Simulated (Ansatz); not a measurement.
A search over several starts for the lowest SCF solution of the cluster Se6⁺ at the given spin, in a small basis.

```yaml
crystal:
  periodic: [false, false, false]
  atoms:
    - {symbol: Se, position_ang: [1.054670, -1.930021, 0.106072]}
    - {symbol: Se, position_ang: [1.074095, 1.638149, -1.004404]}
    - {symbol: Se, position_ang: [-2.172030, -0.095527, -0.349916]}
    - {symbol: Se, position_ang: [-1.053067, 1.930687, -0.105501]}
    - {symbol: Se, position_ang: [2.170768, 0.097778, 0.352767]}
    - {symbol: Se, position_ang: [-1.074426, -1.641067, 1.000971]}
basis:
  gaussian: {orbitals: def2-SVP, initial_orbitals: start.molden}
total_charge: 1
magnetization: {spin_polarized: true, initial_magnetization: 1}
hamiltonian: {xc: pbe, dispersion: d4}
output: {orbitals: {seedname: orbitals}}
```

The file start.molden holds the orbitals of an earlier run on this structure, at another level or in another basis.

```sh
$ ansatz run in.yaml --threads 4 --pin off --events-out ev --progress --plain --max-ram 4787MiB
```

Output, abridged:

```
Functional definition: PBE
2076 factors; their error is unknown
mean field evaluation 1: about -391932.9048 eV, gradient 6.1e1 eV
mean field evaluation 2: about -391948.3123 eV, gradient 2.5e1 eV
mean field evaluation 4: about -391978.2308 eV, gradient 1.2e1 eV
mean field evaluation 8: about -391987.3177 eV, gradient 1.2e0 eV
mean field evaluation 16: about -391986.7870 eV, gradient 1.3e1 eV
mean field evaluation 32: about -391986.9145 eV, gradient 4.8e-5 eV
mean field -391986.91445192 eV, -14405.2534078345 hartree, gradient 1.0e-5 eV, S^2 0.751779; 5 other end points of the search recorded, 0 dependent functions left out
reference -391986.91448495 eV, -14405.2534090482 hartree; 102, 101 occupied and 90, 91 virtual orbitals, 2076 factors
Total energy: -391987.43570382 eV, -14405.2725634886 hartree
```

Run time 18 s (4 threads of Arm Neoverse V1 on a shared host).

Another isomer (doublet) lies 0.04 eV lower at PBE0-D4/def2-SVP; other spin states weren't run for this one.
